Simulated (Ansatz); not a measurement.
SnHF3⁺. The state is a doublet with charge 1. Geometry PBE0-D4/def2-TZVP, that of the neutral singlet.

```tsv
atom	x (Å)	y (Å)	z (Å)
Sn1	0.0994	-0.0155	0.0631
H2	1.5071	-0.2353	0.9564
F3	0.2156	1.3838	-1.2036
F4	-1.4113	0.4052	1.1199
F5	-0.4108	-1.5381	-0.9357
```

In the def2 sets Sn takes a core potential; there is no spin–orbit coupling.

(1) Estimate the α-spin orbital energies around the gap (eV) in Ansatz with PBE-D4/def2-TZVP, r2SCAN-D4/def2-TZVP, PBE0-D4/def2-TZVP.

Answers

(1) 
```csv
orbital,PBE-D4/def2-TZVP,r2SCAN-D4/def2-TZVP,PBE0-D4/def2-TZVP
HOMO−5,-17.07,-17.62,-19.16
HOMO−4,-17.07,-17.62,-19.16
HOMO−3,-17.00,-17.60,-19.07
HOMO−2,-16.72,-17.25,-18.75
HOMO−1,-16.72,-17.25,-18.75
HOMO,-16.57,-17.11,-18.68
LUMO,-10.19,-10.00,-9.29
LUMO+1,-7.55,-7.16,-6.75
LUMO+2,-7.54,-7.16,-6.75
LUMO+3,-5.23,-4.75,-4.30
LUMO+4,-3.27,-1.96,-2.81
LUMO+5,-1.85,-0.98,-1.22
β HOMO,-16.39,-16.80,-17.94
β LUMO,-16.05,-16.21,-15.75
```
